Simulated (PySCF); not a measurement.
Method: PBE-D3(BJ)/def2-TZVP // PBE-D3(BJ)/def2-SVP (PySCF 2.14.0). Isolated molecules, 0 K electronic values unless said otherwise. One relaxed conformer stands for a flexible species; it need not be the lowest. 

Reference species: [Hf(Cl)(NH2)3] (neutral, multiplicity 1).

- HOMO–LUMO gap = 4.98 eV
- coordination number = 4
- HOMO = -5.89 eV
- LUMO = -0.91 eV

After one change: the HOMO–LUMO gap falls by 0.46 eV; the coordination number hardly moves; the HOMO decreases by 0.45 eV; the LUMO falls by 0.91 eV.

### Question
Which change was made? The new species is one of these.
A) [Hf(Cl)3(NH2)]
B) [Hf(Cl)4]
C) [Hf(NH2)4]
D) [Hf(Cl)2(NH2)2]

### Answer
D, [Hf(Cl)2(NH2)2]
